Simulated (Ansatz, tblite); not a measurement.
Removing and adding an electron: `CN(C)c1cc2sc(-c3cc4sc(-c5cc6sc(C#N)cc6s5)cc4s3)cc2s1`. The state is a singlet with charge 0. Geometry: PBE-D4/def2-SVP. Ansatz, gas phase; energy differences of separate SCF runs; the oxidised species was run as a doublet alone; the reduced species was run as a doublet alone.

```csv
atom,x (Å),y (Å),z (Å)
C1,3.601,-0.988,-7.943
N2,3.524,0.213,-7.135
C3,3.682,1.504,-7.776
C4,2.891,0.178,-5.917
C5,2.478,1.257,-5.128
C6,1.914,0.804,-3.906
S7,1.234,1.591,-2.512
C8,0.879,0.034,-1.742
C9,0.256,0.002,-0.447
C10,-0.225,1.072,0.314
C11,-0.770,0.637,1.544
S12,-1.514,1.425,2.906
C13,-1.750,-0.123,3.731
C14,-2.374,-0.155,5.027
C15,-2.873,0.915,5.775
C16,-3.417,0.482,7.009
S17,-4.173,1.276,8.356
C18,-4.379,-0.271,9.188
C19,-4.993,-0.310,10.461
N20,-5.505,-0.332,11.520
C21,-3.883,-1.348,8.448
C22,-3.340,-0.915,7.219
S23,-2.580,-1.702,5.862
C24,-1.268,-1.193,2.971
C25,-0.717,-0.761,1.744
S26,0.032,-1.547,0.382
C27,1.284,-1.037,-2.545
C28,1.864,-0.595,-3.755
S29,2.535,-1.390,-5.162
H30,3.944,-1.844,-7.323
H31,2.625,-1.270,-8.409
H32,4.347,-0.842,-8.749
H33,4.328,1.393,-8.667
H34,2.710,1.950,-8.097
H35,4.174,2.219,-7.085
H36,2.577,2.307,-5.424
H37,-0.182,2.115,-0.027
H38,-2.840,1.956,5.428
H39,-3.925,-2.384,8.807
H40,-1.321,-2.237,3.308
H41,1.149,-2.087,-2.252
```

The xTB rows come from tblite. Single mean-field runs in def2-TZVP are fitted with def2-universal-jkfit.

Question: Estimate orbital energies and vertical ionisation energies and electron affinities at: GFN1-xTB; GFN2-xTB; PBE-D4/def2-TZVP; PBE0-D4/def2-TZVP.

Answer: 
| level | −HOMO (eV) | vertical IE (eV) | −LUMO (eV) | vertical EA (eV) | HOMO–LUMO gap (eV) | IE − EA (eV) |
| --- | --- | --- | --- | --- | --- | --- |
| GFN1-xTB | 9.99 | 11.59 | 8.66 | 7.06 | 1.33 | 4.54 |
| GFN2-xTB | 9.57 | 11.13 | 8.33 | 6.81 | 1.24 | 4.32 |
| PBE-D4/def2-TZVP | 4.42 | 5.93 | 2.97 | 1.56 | 1.44 | 4.36 |
| PBE0-D4/def2-TZVP | 5.13 | 6.14 | 2.48 | 1.54 | 2.64 | 4.60 |

 Raw xTB energy differences between charge states are shifted by several eV; the methods need an empirical correction for them. Sets without diffuse functions give affinities that are too small.
